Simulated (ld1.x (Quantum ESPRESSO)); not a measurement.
**Which change was made? (N, PAW)**

N, PAW, made with ld1.x (Quantum ESPRESSO) 7.5 (revPBE, scalar-relativistic). Core [He], reference 2s1 2p4. Waves: 2s (bound): rcut 0.65, rcutus 0.70 bohr; 2s channel at 1.4 Ry: rcut 0.65, rcutus 0.70 bohr; 2p (bound): rcut 2.10, rcutus 2.35 bohr; 2p channel at 3.1 Ry: rcut 2.10, rcutus 2.35 bohr; 3d channel at 0.4 Ry: rcut 1.90, rcutus 2.45 bohr. Local part: all-electron potential smoothed inside 1.70 bohr (lloc = -1). Core correction: Bessel-smoothed model core, default radius (core density twice the valence density). Augmentation charge: PSQ, radius 0.55 bohr.

Cutoffs, loose and tight: the cutoffs (Ry, on a coarse ladder) from which the occupation-weighted sum of valence levels, in a spherical-Bessel basis at the reference potential, stays within 10 and 1 mRy of its value at 400 Ry. They do not see the model core or the augmentation charge, which bear on the density cutoff. Test errors are all-electron minus pseudo excitation energies from the reference, over the configurations 2s2 2p3; 2s2 2p2; 2s2 2p1; 2s1 2p0; 2s2 2p3.3; 2s2 2p2.5; 2s0 2p5; variants that change the core or the reference have their own tests. The largest error is taken over the tests solved by every variant that gives reliable tests at all, those not shown here included: 2s0 2p5; 2s1 2p0; 2s2 2p1; 2s2 2p3.

The base gives: outcome: generated; cutoff, loose: 60 Ry; cutoff, tight: 90 Ry; bound ghosts: none; largest test error (meV): -18.

Question: After one change the result is: outcome: generated; cutoff, loose: 80 Ry; cutoff, tight: 90 Ry; bound ghosts: s; largest test error (meV): -31. Which change was it?
A. local potential all-electron potential smoothed inside 0.96 bohr (lloc = -1)
B. reference 2s2 2p3; added wave 3d channel at 1.1 Ry: rcut 1.90, rcutus 2.45 bohr
C. all radii but the core radius scaled by about 1.17 (s 0.82, p 2.76, d 2.88 bohr, rcut 0.76/2.46/2.22); local potential all-electron potential smoothed inside 2.00 bohr (lloc = -1); augmentation PSQ, radius 0.64 bohr

Answer: A. The others give: all radii but the core radius scaled by about 1.17 (s 0.82, p 2.76, d 2.88 bohr, rcut 0.76/2.46/2.22); local potential all-electron potential smoothed inside 2.00 bohr (lloc = -1); augmentation PSQ, radius 0.64 bohr → outcome: generated, overlap not positive; bound ghosts: not determined (overlap not positive); largest test error (meV): -34 | reference 2s2 2p3; added wave 3d channel at 1.1 Ry: rcut 1.90, rcutus 2.45 bohr → outcome: generated; cutoff, loose: 70 Ry; cutoff, tight: 90 Ry; bound ghosts: none; largest test error (meV): -19. A file whose overlap is not positive is unfit for use, and its test errors describe a broken file.
